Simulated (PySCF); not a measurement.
AlH8NOSi.
Geometry (PBE0-D3(BJ)/def2-SVP, Å), atoms numbered from 1 in this order:
```xyz
12
AlH8NOSi angstrom
N      1.921   -0.750    0.342
Al     0.660    0.874    0.302
O     -0.805   -0.046    0.135
Si    -2.363   -0.503   -0.016
H      2.910   -0.505    0.412
H      1.798   -1.306   -0.506
H      1.694   -1.354    1.134
H      1.179    1.625   -1.013
H      0.941    1.511    1.743
H     -2.450   -1.987   -0.222
H     -3.030    0.153   -1.187
H     -3.163   -0.175    1.209
```

Method used: PBE0-D3(BJ)/def2-SVP geometry optimisation, gas phase in PySCF.

Q: Which atoms are bound to Al2, and at what distances?

A: 4 atoms: H9 1.600 Å, H8 1.601 Å, O3 1.738 Å, N1 2.057 Å. The nearest atom not counted as bound is H6, at 2.59 Å (others tie with it).

Q: List the angles at Al2.

A: 
| angle | degrees | distance of the outer atoms (Å) |
| --- | --- | --- |
| H8–Al2–H9 | 119.8 | 2.77 |
| O3–Al2–H9 | 116.5 | 2.84 |
| O3–Al2–H8 | 116.3 | 2.84 |
| N1–Al2–H9 | 100.9 | 2.83 |
| N1–Al2–H8 | 100.8 | 2.83 |
| N1–Al2–O3 | 95.8 | 2.82 |

Q: Describe the arrangement about Al2 in numbers.

A: Angles from 95.8° to 119.8°; τ4 = (360° − α − β)/141° = 0.88 with α and β the two widest (0 for a square, 1 for a tetrahedron).

Q: What are the other bond lengths?

A: O3–Si4 1.632 Å; N1–H5, N1–H6, N1–H7 1.021 Å; Si4–H10, Si4–H11, Si4–H12 1.499 Å.

Q: Give some angles away from the centre.

A: Al2–O3–Si4 164.3°.

Q: What are the rotational constants (commonest isotopes, rigid rotor)?

A: A = 9662, B = 1843, C = 1629 MHz: a near-prolate asymmetric top.

Point group: near Cs, missed by 0.21 Å at most; the miss may be what the optimiser left on a soft mode. Charge 0, singlet. Not checked by PBE0-D3(BJ)/def2-SVP frequencies.

Hardware: an Arm Neoverse V2 with one thread, no GPU, on a shared host. Cost: 45 s of wall time, 0.42 GiB resident at most. This is the geometry optimisation.

One conformer stands for the species.
